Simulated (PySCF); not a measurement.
# Where the electron goes

Compound: C4H8ClNSi.
Numbering: `[CH3:1][C@:2]([SiH3:3])([Cl:4])[CH2:5][C:6]#[N:7]` (hydrogens: H8, H9, H10 on C1; H11, H12, H13 on Si3; H14, H15 on C5)

Structure used (GFN2-xTB), in Å, numbered top down from 1:
```
atom  x, y, z in Å
C1    -0.786   -1.309    0.358
C2    -0.309   -0.112   -0.441
Si3   -0.833    1.579    0.315
Cl4   -1.131   -0.154   -2.059
C5     1.193   -0.209   -0.718
C6     1.944   -0.168    0.509
N7     2.535   -0.142    1.487
H8    -0.552   -2.245   -0.151
H9    -0.295   -1.313    1.331
H10   -1.861   -1.263    0.514
H11   -0.222    1.696    1.636
H12   -0.346    2.607   -0.601
H13   -2.290    1.566    0.385
H14    1.429   -1.145   -1.236
H15    1.518    0.622   -1.351
```

Method used: TDDFT CAM-B3LYP/def2-SVPD, vertical, gas phase, core orbitals frozen in the response (PySCF).

Frontier orbitals with the atoms that hold most of them (Löwdin shares over 4%, at most four atoms; ? is withheld):

```
orbital  ε (eV)                             atoms
 LUMO+2    1.28  Si3 44%, H13 11%, H12 11%, C2 9%
 LUMO+1    0.95    Si3 23%, Cl4 22%, C6 8%, C1 6%
   LUMO    0.54   Cl4 29%, C2 13%, Si3 11%, C6 8%
   HOMO       ?                                 ?
 HOMO-1  -10.38                                 ?
 HOMO-2  -11.16   N7 36%, C6 27%, Cl4 11%, C5 10%
 HOMO-3  -11.36    N7 32%, C6 24%, Cl4 14%, C5 8%
```

Problem. Which atoms hold the HOMO-1, and with what shares?

Solution. Cl4 (bonded to C) 72%; C2 (bonded to 2 C, Cl and Si) 8%; C1 (bonded to C and 3 H) 6%; C5 (bonded to 2 C and 2 H) 4%. By element: chlorine 72%, carbon 19% or more.

Problem. Which atoms hold the HOMO, and with what shares?

Solution. Cl4 (bonded to C) 48%; C2 (bonded to 2 C, Cl and Si) 21%; Si3 (bonded to C and 3 H) 14%; H11 (bonded to Si) 5%.

Problem. What is the HOMO energy, and the HOMO–LUMO gap?

Solution. ε(HOMO) = -9.80 eV; the gap is 10.34 eV (0.3801 hartree).

Problem. How does S1 compare with the orbital gap of 10.34 eV?

Solution. S1 is at 6.68 eV (f = 0.0076), 3.66 eV below the gap, made of HOMO→LUMO (79%). 

Problem. Give energy, strength and leading configuration of S1 and S2, and follow the Löwdin shares of the leading atoms from the occupied to the empty orbital.

Solution. 
- S1 (6.68 eV, f 0.0076), HOMO→LUMO (79%): Cl4 48% → 29%, C2 21% → 13%
- S2 (7.15 eV, f 0.0017), HOMO-1→LUMO (75%): Cl4 72% → 29%, C2 8% → 13%

One conformer stands for the species.
